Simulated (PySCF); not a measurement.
Si(F)2(Cl)(vinyl) (C2H3ClF2Si), SMILES C=C[Si](F)(F)Cl. Atoms are numbered in the order given.

```xyz
9

C     -2.5445     0.6301     0.3515
C     -1.4208     0.8428    -0.3476
Si     0.1864     0.1318     0.1837
F     -0.0302    -0.7449     1.5202
F      1.2612     1.2765     0.5490
Cl     1.0363    -1.0582    -1.2506
H     -2.5472     0.0285     1.2663
H     -3.5078     1.0473     0.0391
H     -1.4586     1.4468    -1.2621
```
Charge 0, spin multiplicity 1.

Coordinates come from a B3LYP-D3(BJ)/def2-SVP optimisation. The values are those of a single conformer.

Calculation: PySCF with HF/pcSseg-1.

GIAO shieldings, no solvent; atoms listed in one row are averaged. δ = σ(ref) − σ: ¹³C against TMS (σ = 192.6 ppm); ²⁹Si against TMS (σ = 393.8 ppm); ¹⁹F against CFCl3 (σ = 238.5 ppm); ³⁵Cl against HCl (σ = 958.2 ppm); ¹H against TMS (σ = 31.99 ppm), references at their B3LYP-D3(BJ)/def2-TZVP geometries, non-relativistic (without spin–orbit terms, shifts of atoms bonded to Cl or Br come out too high).

| nucleus | atoms | count | δ (ppm) |
|---|---|---|---|
| ¹³C | C1 | 1 | 156.7 |
| ¹³C | C2 | 1 | 130.6 |
| ²⁹Si | Si3 | 1 | -38.4 |
| ¹⁹F | F5 | 1 | -101.7 |
| ¹⁹F | F4 | 1 | -117.4 |
| ³⁵Cl | Cl6 | 1 | 18.3 |
| ¹H | H7, H8 | 2 | 7.03 |
| ¹H | H9 | 1 | 6.17 |
